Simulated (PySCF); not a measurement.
## C4H3FO2: core ionisation energies

C₄H₃FO₂.
Structure used (GFN2-xTB), in Å, numbered top down from 1:
```
atom  x, y, z in Å
C1     2.8753    0.4745    0.0214
C2     1.7499    0.1144   -0.1864
C3     0.4283   -0.3777   -0.4745
O4     0.1787   -1.3454   -1.1410
O5    -0.5063    0.3970    0.1057
C6    -1.8370    0.0083   -0.1060
F7    -2.6110    0.8447    0.6115
H8     3.8554    0.8022    0.2128
H9    -2.0117   -1.0188    0.2476
H10   -2.1127    0.1054   -1.1664
```

The calculation used delta-SCF UKS SCAN, pcX-2 on the ionised atom, pcseg-1 elsewhere, spin-free X2C (PySCF). These are vertical core ionisation energies against the vacuum level, from separate self-consistent calculations with and without the core hole.

Give the core binding energies atom by atom.

| atom(s) | environment | level | binding energy (eV) | above the level's lowest (eV) | count |
| --- | --- | --- | --- | --- | --- |
| C1 | terminal alkyne carbon | C 1s | 291.49 | 0.00 | 1 |
| C2 | alkyne carbon | C 1s | 291.71 | +0.22 | 1 |
| C6 | sp3 C–F carbon | C 1s | 295.41 | +3.92 | 1 |
| C3 | ester carbonyl carbon | C 1s | 295.82 | +4.33 | 1 |
| O4 | ester carbonyl oxygen | O 1s | 538.34 | 0.00 | 1 |
| O5 | ester single-bonded oxygen | O 1s | 540.22 | +1.88 | 1 |
| F7 | alkyl fluorine | F 1s | 693.53 | 0.00 | 1 |

The listed C 1s values span 4.33 eV, from C1 (bonded to C (triple bond) and H) to C3 (bonded to O (double bond), O and C). The widest gap between neighbouring values is 3.70 eV, between 291.71 and 295.41 eV. Summing the Pauling electronegativity differences to the bonded atoms, each weighted by its formal bond order, gives -0.35 for the lowest site and +2.67 for the highest; no listed site has a larger sum than the highest.

The listed O 1s values span 1.88 eV, from O4 (bonded to C (double bond)) to O5 (bonded to 2 C). Summing the Pauling electronegativity differences to the bonded atoms, each weighted by its formal bond order, gives -1.78 for the lowest site and -1.78 for the highest; the sum is the same at every site.

Which photon energy gives electrons from F 1s of F7 a kinetic energy of 150 eV, and what is their de Broglie wavelength?

hν = 693.53 + 150 = 843.53 eV, recoil neglected; λ = 12.264 Å/√(E/eV) = 1.00 Å.

The unrestricted hole states depart most from a pure doublet (⟨S²⟩ = 0.75; over 0.85 named) for C 1s of C1 (0.85) and C 1s of C2 (0.85), which makes these values less certain. Geometry: GFN2-xTB, one conformer, isolated molecule.

Hardware: one thread of an Intel Xeon 6975P-C (shared host). Cost: 36 s, 0.51 GiB resident at most.
